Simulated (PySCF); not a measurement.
# W⁶⁸⁺: ionisation energy

W⁶⁸⁺ [He] 2s2 2p2 (3P) → W⁶⁹⁺ [He] 2s2 2p1 (2P), as a difference of total energies. All numbers are calculated (PySCF 2.14, the spin-free X2C one-electron Hamiltonian (Gaussian nucleus), in an uncontracted even-tempered set (16 s from 47 bohr⁻², ratio 2.5; 11 p from 61 bohr⁻², ratio 2.5; 5 d from 230 bohr⁻², ratio 2.7; 4 f from 340 bohr⁻², ratio 2.7)). Correlated levels: nothing frozen; virtual orbitals above 40 to 60 times the deepest correlated orbital energy dropped. The calculations carry no spin-orbit coupling.

| method | ionisation energy (eV) | difference from reference (eV) |
| --- | --- | --- |
| UHF | 17483.8 | -992.2 |
| LDA | 17475.1 | -1000.9 |
| PBE | 17481.2 | -994.8 |
| PBE0 | 17482.1 | -993.9 |
| r2SCAN | 17487.8 | -988.2 |
| MN15 | 17486.9 | -989.1 |
| r2SCAN0 | 17487.0 | -989.0 |
| MP2 (all electrons) | 17483.8 | -992.2 |
| SCS-MP2 (all electrons) | 17483.4 | -992.6 |

Reference: 18476 ± 4 eV (semi-empirical (NIST evaluation); NIST Atomic Spectra Database, ionization energies).

Spin-orbit coupling is strong in these open shells (close to jj coupling). The scalar numbers leave it out and a first-order estimate fails, so it can dominate the gap to the real levels.

For this ion Breit and QED terms and the two-electron picture change, all absent here, outweigh the differences among the correlated methods.
